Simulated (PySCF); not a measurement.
**Spinor energies of Eu³⁶⁺ (europium, charge +36)**

Start: [Ar] 3d9; 3d3/2 filled at m_j = -3/2, -1/2, +1/2, +3/2; 3d5/2 filled at m_j = -3/2, -1/2, +1/2, +3/2, +5/2. Calculated with PySCF 2.14 in an even-tempered Gaussian basis (16 s from 7 bohr⁻², ratio 2.8; 13 p from 9 bohr⁻², ratio 2.8; 8 d from 9 bohr⁻², ratio 2.8; 3 f from 36 bohr⁻², ratio 3): generalised Hartree-Fock with the X2C-1e Hamiltonian and a Gaussian nucleus; one run each with spin-orbit coupling (SO) switched off, then screened by Boettger's factors.

```csv
spinor shell,electrons,"ε, spin-free (eV)","ε, screened SO (eV)",weight of nominal j (screened SO),"rms radius, screened SO (bohr)"
1s1/2,2,-50333.9,-50325.2,1.000,0.0254
2s1/2,2,-9655.1,-9652.2,1.000,0.103
2p1/2,2,-8770.4,-9230.7,1.000,0.0879
2p3/2,4,-8770.4,-8571.7,1.000,0.0941
3s1/2,2,-3254.2,-3253.4,1.000,0.260
3p1/2,2,-2971.2,-3075.0,0.999,0.251
3p3/2,4,-2971.2,-2925.9,1.000,0.263
3d3/2,4,-2614.4,-2633.6,0.992,0.232
3d5/2,5,-2614.4,-2600.7,0.993,0.236
```

```json
{"quantity": "E (hartree)", "spin-free": "-10034.95738", "screened SO": "-10041.80585"}
{"quantity": "M_J", "spin-free": "5/2", "screened SO": "5/2"}
{"quantity": "⟨J²⟩", "spin-free": "8.750", "screened SO": "8.750"}
{"quantity": "⟨L²⟩", "spin-free": "6.000", "screened SO": "6.030"}
{"quantity": "⟨S²⟩", "spin-free": "0.750", "screened SO": "0.780"}
```

Each row is a mean over spinors that exchange with the open shell spreads, by up to 22.470 eV (3p3/2).

Breit and QED terms are absent; they matter most for the inner s and p1/2 levels.

Densities and radii are taken from the X2C orbitals without a picture-change correction, which distorts them close to the nucleus.

Without spin-orbit coupling the j labels of p, d and f shells carry no meaning; the spin-free column gives the mean over the occupied spinors of each nl shell.
